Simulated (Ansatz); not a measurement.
# Nudged elastic band run: ClF₃HOZr

Input file:

```yaml
crystal:
  periodic: [false, false, false]
  atoms:
    - { symbol: Zr, position_ang: [0.002336, 0.002996, -0.043501] }
    - { symbol: Cl, position_ang: [-0.013328, -0.020745, 2.328923] }
    - { symbol: F, position_ang: [1.800974, 0.003425, -0.687447] }
    - { symbol: F, position_ang: [-0.896252, 1.560516, -0.688874] }
    - { symbol: F, position_ang: [-0.89421, -1.549701, -0.704505] }
    - { symbol: O, position_ang: [0.011375, 0.01824, 5.151109] }
    - { symbol: H, position_ang: [-0.523396, -0.81583, 5.093494] }
magnetization:
  spin_polarized: true
  initial_magnetization: 1
basis:
  gaussian: { orbitals: def2-SVP }
hamiltonian:
  xc: blyp
  dispersion: d4
neb:
  order_check: false
  images: 7
  f_tol: 0.05
  max_iterations: 60
  final_atoms:
    - { symbol: Zr, position_ang: [-0.10363913, -0.07629585, 0.86213908] }
    - { symbol: Cl, position_ang: [1.04246333, 1.32871395, 2.77949968] }
    - { symbol: F, position_ang: [1.59534969, -0.36661072, 0.0232581] }
    - { symbol: F, position_ang: [-1.07845224, 1.34621303, 0.03099778] }
    - { symbol: F, position_ang: [-1.00827863, -1.67302082, 0.2884668] }
    - { symbol: O, position_ang: [-0.67285405, -0.44533536, 2.84826997] }
    - { symbol: H, position_ang: [-0.28708997, -0.91476322, 3.6165676] }
  initial_path:
    images:
      - { positions_ang: [[0.002336, 0.002996, -0.043501], [-0.013328, -0.020745, 2.328923], [1.800974, 0.003425, -0.687447], [-0.896252, 1.560516, -0.688874], [-0.89421, -1.549701, -0.704505], [0.011375, 0.01824, 5.151109], [-0.523396, -0.81583, 5.093494]] }
      - { positions_ang: [[0.0017688, 0.0022745, -0.03262285], [-0.0100103, -0.0155823, 2.43919514], [1.8175297, 0.00260717, -0.68038639], [-0.90531374, 1.57435227, -0.68145829], [-0.90378437, -1.56616048, -0.6932411], [0.00849574, 0.01362161, 5.02833464], [-0.52118683, -0.81221176, 5.06937785]] }
      - { positions_ang: [[0.00120159, 0.001553, -0.02174471], [-0.0066926, -0.01041961, 2.54946729], [1.83408539, 0.00178934, -0.67332579], [-0.91437548, 1.58818853, -0.67404258], [-0.91335873, -1.58261996, -0.6819772], [0.00561647, 0.00900322, 4.90556029], [-0.51897765, -0.80859353, 5.0452617]] }
      - { positions_ang: [[0.00063439, 0.0008315, -0.01086656], [-0.00337489, -0.00525691, 2.65973943], [1.85064109, 0.00097152, -0.66626518], [-0.92343722, 1.6020248, -0.66662688], [-0.9229331, -1.59907945, -0.6707133], [0.00273721, 0.00438483, 4.78278593], [-0.51676848, -0.80497529, 5.02114556]] }
      - { positions_ang: [[6.719e-05, 0.00011, 1.159e-05], [-5.719e-05, -9.422e-05, 2.77001158], [1.86719679, 0.00015369, -0.65920457], [-0.93249895, 1.61586106, -0.65921117], [-0.93250746, -1.61553893, -0.6594494], [-0.00014206, -0.00023356, 4.66001157], [-0.5145593, -0.80135705, 4.99702941]] }
      - { positions_ang: [[-0.02585939, -0.01899146, 0.21554346], [0.26057294, 0.33210782, 2.7723836], [1.79923501, -0.09153742, -0.48858891], [-0.96898728, 1.54844906, -0.48665893], [-0.95145025, -1.6299094, -0.42247035], [-0.16832006, -0.11150901, 4.20707617], [-0.45769197, -0.82970859, 4.65191396]] }
      - { positions_ang: [[-0.05178597, -0.03809293, 0.43107533], [0.52120307, 0.66430987, 2.77475563], [1.73127324, -0.18322852, -0.31797324], [-1.0054756, 1.48103705, -0.31410669], [-0.97039305, -1.64427987, -0.1854913], [-0.33649805, -0.22278446, 3.75414077], [-0.40082464, -0.85806014, 4.3067985]] }
      - { positions_ang: [[-0.07771255, -0.05719439, 0.64660721], [0.7818332, 0.99651191, 2.77712765], [1.66331146, -0.27491962, -0.14735757], [-1.04196392, 1.41362504, -0.14155446], [-0.98933584, -1.65865034, 0.05148775], [-0.50467605, -0.33405991, 3.30120537], [-0.3439573, -0.88641168, 3.96168305]] }
      - { positions_ang: [[-0.10363913, -0.07629585, 0.86213908], [1.04246333, 1.32871395, 2.77949968], [1.59534969, -0.36661072, 0.0232581], [-1.07845224, 1.34621303, 0.03099778], [-1.00827863, -1.67302082, 0.2884668], [-0.67285405, -0.44533536, 2.84826997], [-0.28708997, -0.91476322, 3.6165676]] }
```

Command:

```bash
$ ansatz run input.yaml --threads 4 --pin off --max-ram 5120MiB --backend cpu --events-out ev --progress --plain --runs-dir out
```

Output, in part (warnings, iteration lines, the closing report on the highest movable image, with atoms numbered from 0):

```
NEB end point (image 0): max|allowed force component| = 2.509e-2 eV/Å (the criterion of neb.relax_end_points is 1.000e-2)
NEB end point (image 8): max|allowed force component| = 1.092e-2 eV/Å (the criterion of neb.relax_end_points is 1.000e-2)
WARN: NEB: the barrier is in doubt: the path turns back at the climbing image. Check it with more images (neb.images), a lower neb.f_tol or relaxed end points
NEB iter   1: max|band force component| = 8.383e0 eV/Å  barrier→ = 4.0807 eV  barrier← = 5.5933 eV  Δτ_max = 0.2000 Å  (772 SCF iters)
NEB iter   2: max|band force component| = 5.472e0 eV/Å  barrier→ = 2.6604 eV  barrier← = 4.1731 eV  Δτ_max = 0.2000 Å  (304 SCF iters)
NEB iter   3: max|band force component| = 3.838e0 eV/Å  barrier→ = 1.4151 eV  barrier← = 2.9278 eV  Δτ_max = 0.2000 Å  (303 SCF iters)
NEB iter   4: max|band force component| = 2.693e0 eV/Å  barrier→ = 0.5402 eV  barrier← = 2.0529 eV  Δτ_max = 0.2000 Å  (339 SCF iters)
NEB iter   5: max|band force component| = 1.903e0 eV/Å  barrier→ = 0.2924 eV  barrier← = 1.8050 eV  Δτ_max = 0.2000 Å  (325 SCF iters)
NEB iter   6: max|band force component| = 8.489e-1 eV/Å  barrier→ = 0.1283 eV  barrier← = 1.6409 eV  Δτ_max = 0.2000 Å  (337 SCF iters)
NEB iter   7: max|band force component| = 6.644e-1 eV/Å  barrier→ = 0.0000 eV  barrier← = 1.5127 eV  Δτ_max = 0.2000 Å  (349 SCF iters)
NEB iter   8: max|band force component| = 3.744e-1 eV/Å  barrier→ = -0.0050 eV  barrier← = 1.5077 eV  CI = image 1  Δτ_max = 0.1854 Å  (338 SCF iters)
NEB iter   9: max|band force component| = 3.662e-1 eV/Å  barrier→ = -0.0008 eV  barrier← = 1.5118 eV  CI = image 1  Δτ_max = 0.1984 Å  (377 SCF iters)
NEB iter  10: max|band force component| = 7.248e-1 eV/Å  barrier→ = -0.0002 eV  barrier← = 1.5125 eV  CI = image 1  Δτ_max = 0.1006 Å  (374 SCF iters)
NEB iter  11: max|band force component| = 6.260e-1 eV/Å  barrier→ = -0.0001 eV  barrier← = 1.5125 eV  CI = image 1  Δτ_max = 0.1000 Å  (344 SCF iters)
NEB iter  12: max|band force component| = 6.406e-1 eV/Å  barrier→ = -0.0002 eV  barrier← = 1.5125 eV  CI = image 1  Δτ_max = 0.0509 Å  (359 SCF iters)
NEB iter  13: max|band force component| = 2.040e-1 eV/Å  barrier→ = -0.0003 eV  barrier← = 1.5124 eV  CI = image 1  Δτ_max = 0.1001 Å  (376 SCF iters)
NEB iter  14: max|band force component| = 1.362e-1 eV/Å  barrier→ = -0.0003 eV  barrier← = 1.5123 eV  CI = image 1  Δτ_max = 0.0994 Å  (354 SCF iters)
NEB iter  15: max|band force component| = 1.353e-1 eV/Å  barrier→ = -0.0003 eV  barrier← = 1.5123 eV  CI = image 1  Δτ_max = 0.0499 Å  (362 SCF iters)
NEB iter  16: max|band force component| = 1.140e-1 eV/Å  barrier→ = -0.0002 eV  barrier← = 1.5125 eV  CI = image 1  Δτ_max = 0.0499 Å  (374 SCF iters)
NEB iter  17: max|band force component| = 6.395e-2 eV/Å  barrier→ = -0.0001 eV  barrier← = 1.5126 eV  CI = image 1  Δτ_max = 0.0498 Å  (359 SCF iters)
NEB iter  18: max|band force component| = 6.836e-2 eV/Å  barrier→ = -0.0000 eV  barrier← = 1.5126 eV  CI = image 1  Δτ_max = 0.0250 Å  (325 SCF iters)
NEB iter  19: max|band force component| = 5.103e-2 eV/Å  barrier→ = -0.0000 eV  barrier← = 1.5126 eV  CI = image 1  Δτ_max = 0.0250 Å  (334 SCF iters)
NEB iter  20: max|band force component| = 3.381e-2 eV/Å  barrier→ = -0.0000 eV  barrier← = 1.5126 eV  CI = image 1  Δτ_max = 0.0000 Å  (859 SCF iters)
Total energy: -24010.27843355 eV, -882.3614576816 hartree
Atom 0 at     0.001292     0.003086    -0.043830 Å, force    -0.000440     0.000960     0.003546 eV/Å
Atom 1 at    -0.017271    -0.025992     2.328581 Å, force    -0.000689    -0.001482    -0.004286 eV/Å
Atom 2 at     1.800574     0.008295    -0.686012 Å, force    -0.001343    -0.000047     0.000919 eV/Å
Atom 3 at    -0.899379     1.560431    -0.686783 Å, force     0.001007    -0.001482     0.000710 eV/Å
Atom 4 at    -0.891713    -1.549502    -0.709885 Å, force     0.000799     0.001062    -0.000075 eV/Å
Atom 5 at     0.012476     0.019506     5.151983 Å, force    -0.012811    -0.020219    -0.001585 eV/Å
Atom 6 at    -0.518479    -0.816922     5.095144 Å, force     0.013477     0.021207     0.000771 eV/Å
Dipole moment:    -0.166004    -0.261931    -0.139660 e Å
```

The forces met the threshold. The highest image is an end point: on this band no image between the ends rises above it.

Final band (atoms are numbered from 1 in the order of the input):

```json
{"image": "0", "path coordinate (Å)": "0.00", "energy (eV)": "0.000", "Zr1–O6 (Å)": "5.19"}
{"image": "1", "path coordinate (Å)": "0.01", "energy (eV)": "0.000", "Zr1–O6 (Å)": "5.20"}
{"image": "2", "path coordinate (Å)": "0.82", "energy (eV)": "-0.018", "Zr1–O6 (Å)": "4.96"}
{"image": "3", "path coordinate (Å)": "1.62", "energy (eV)": "-0.073", "Zr1–O6 (Å)": "4.48"}
{"image": "4", "path coordinate (Å)": "2.43", "energy (eV)": "-0.191", "Zr1–O6 (Å)": "3.86"}
{"image": "5", "path coordinate (Å)": "3.24", "energy (eV)": "-0.513", "Zr1–O6 (Å)": "3.09"}
{"image": "6", "path coordinate (Å)": "4.05", "energy (eV)": "-1.344", "Zr1–O6 (Å)": "2.30"}
{"image": "7", "path coordinate (Å)": "4.86", "energy (eV)": "-1.498", "Zr1–O6 (Å)": "2.13"}
{"image": "8", "path coordinate (Å)": "5.68", "energy (eV)": "-1.513", "Zr1–O6 (Å)": "2.10"}
```

Run time: 7.3 min on 4 threads of Arm Neoverse V2, with other jobs on the host, peak memory 0.29 GiB.
